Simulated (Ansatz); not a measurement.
Isolated molecules relaxed with PBE0-D4/def2-TZVP in Ansatz; ΔE leaves out vibrations. CCSD(T)/CBS is the MP2 limit (def2-TZVPP, def2-QZVPP) plus CCSD(T) − MP2 in def2-TZVPP, frozen cores. This one scheme is used for every species, atoms too. DFT in def2-TZVPP. B3LYP here is the variant with VWN-RPA as its local correlation; programs differ in this. No spin–orbit coupling; open shells (•) take unrestricted orbitals. Spin–orbit coupling would lower the free atoms: a little for Si. Each species was taken in one conformer, which may not be the lowest.

Reaction (atomization): `N[SiH](N)N[SiH3]` → 9 H• + 3 N• + 2 Si•

```tsv
level	ΔE (eV)	difference from CCSD(T)/CBS
PBE-D4	49.73	0.14
r2SCAN-D4	49.11	-0.48
PBE0-D4	49.01	-0.58
B3LYP-D4	49.72	0.13
ωB97X-V	49.87	0.28
PBE	49.39	-0.20
r2SCAN	49.03	-0.56
MP2/def2-QZVPP	49.23	-0.36
SCS-MP2/def2-QZVPP	49.88	0.29
MP2/CBS(def2)	49.88	0.29
CCSD(T)/CBS	49.59	0
```

Largest T1 diagnostic among the species: 0.012.

In def2-TZVPP, CCSD(T) changes the Hartree–Fock value by +13.22 eV (the triples alone add +0.63 eV) and MP2 by +13.51 eV; breaking electron pairs costs correlation energy, which Hartree–Fock lacks. The D4 term adds +0.54 eV with B3LYP and +0.29 eV with PBE0; it sums over pairs of atoms, weighted by their polarisabilities, and B3LYP, whose exchange is more repulsive, gets the larger term.

For atomizations the MP2-based limit and the directly extrapolated one differ by several kJ/mol either way, and by 10 to 25 for some Ge, Se and Sn compounds, so smaller differences from it don't rank the levels.
